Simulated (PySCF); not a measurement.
Si(Br)3(Me), SMILES Br[Si](Br)(C)Br at its PBE0/def2-SVP optimised geometry (Å):

```
8

C      1.1242    -0.5232     0.0000
Si    -0.7310    -0.5232     0.0000
Br    -1.4976     1.5583     0.0000
Br    -1.4976    -1.5633    -1.8031
Br    -1.4974    -1.5649     1.8023
H      1.4976    -0.0049     0.8959
H      1.4974    -1.5583     0.0009
H      1.4974    -0.0066    -0.8969
```

Method: PySCF with PBE0/def2-TZVP. Cells within 0.4 Å of a nucleus heavier than hydrogen are left out (blank, or x).

Map of the electrostatic potential (hartree/e), clipped to [-0.08, 0.12] on the plane z = 0.0 Å:

```
|000011111110000000111111111|
|000111111111000000111111111|
|000111222211000001111111111|
|000113455532100001111111111|
|000125999984100001111111111|
|000149999999310001111111111|
|000269999999721011111111111|
|00028999xx99931111111111111|
|0002999xxx99942111222111111|
|00017999x999953222222211111|
|000149999999985433332221111|
|000028999999998777643221111|
|000025999999999999984222111|
|000125999999999999997321111|
|0001259999xx9999xx999321111|
|0001269999xx9999xx999421111|
|000125999999999999999322111|
|000124899999999999999422111|
|000012599999999999999422111|
|000001358999997799999432211|
|000000134677765579997422211|
|000000012333433346764322111|
|000000001112222233433222111|
|000000000011111222222221111|
|000000000000111112222211111|
|000000000000011111111111111|
|000000000000011111111111111|
```
Scale: ten equal steps from -0.012 (start of '0') to 0.120 (end of '9'), in the order '0123456789'; x runs from -4.00 to 4.00, y from -4.00 (bottom) to 4.00 (top).
